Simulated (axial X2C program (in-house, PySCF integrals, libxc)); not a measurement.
**Which molecule has these constants?**

All values come from calculations with an axial X2C code built on PySCF integrals, spin-free (one-electron X2C) or two-component (2c: spin–orbit coupling with atomic mean-field Coulomb and Gaunt terms, which also bring small scalar terms), in Dyall basis sets with cores contracted in-house; open shells are unrestricted.

A two-component PBE0 calculation in a Dyall 3-zeta basis gave Re = 3.386 Å, ωe = 142.6 cm⁻¹, Ω = 1/2.

Question: Which molecule is it?
A. LiSc⁺
B. NaSc⁺
C. ScH⁺

Answer: B. The others have ScH⁺ 1.777 Å and 1673.7 cm⁻¹ (Ω = 3/2); LiSc⁺ 3.088 Å and 260.5 cm⁻¹ (Ω = 1/2).

Each entry is the lowest single determinant of a limited PBE0 search at one distance. De goes to single-determinant-based atoms at the same level (for ions the charge split of lowest energy) and is withheld (n/a) where an atom does not fit its ground term or J level. Main or longest-lived isotopes. One determinant is a doubtful description, or other states lie close, for NaSc⁺, ScH⁺, LiSc⁺; these need not be ground states, and all values refer to the states named. The functionals have no current term, which raises determinants with orbital currents.
